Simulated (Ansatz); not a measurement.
Mulliken charges of `[OH][Zr]([OH])([SH])[Cl]` from ωB97M-V/def2-TZVPP in Ansatz (PBE0-D4/def2-TZVP geometry).

| atom | x (Å) | y (Å) | z (Å) | charge (e) |
| --- | --- | --- | --- | --- |
| O1 | -1.416 | 0.570 | -0.782 | -0.475 |
| Zr2 | 0.147 | 0.191 | 0.229 | 1.115 |
| O3 | -0.157 | -0.892 | 1.756 | -0.475 |
| S4 | 1.682 | -1.095 | -1.190 | -0.336 |
| Cl5 | 1.128 | 2.243 | 0.875 | -0.299 |
| H6 | -2.289 | 0.698 | -1.142 | 0.174 |
| H7 | -0.471 | -1.375 | 2.516 | 0.175 |
| H8 | 1.376 | -0.340 | -2.263 | 0.120 |

Q: By hand: the dipole of these point charges (1 e Å = 4.8032 D).

A: Σ q r = (-0.307, -0.097, -0.099) e Å, of length 0.337 e Å = 1.62 D.

Q: How does the dipole of the full density compare? (Estimate.)

A: Computed: (-0.763, -0.217, 0.107) e Å, 3.84 D; the point charges give 0.42 times that, at 25° from its direction.

Point charges leave out the atoms' own dipoles, such as those of lone pairs, and Mulliken's split depends on the basis, so the two needn't agree.
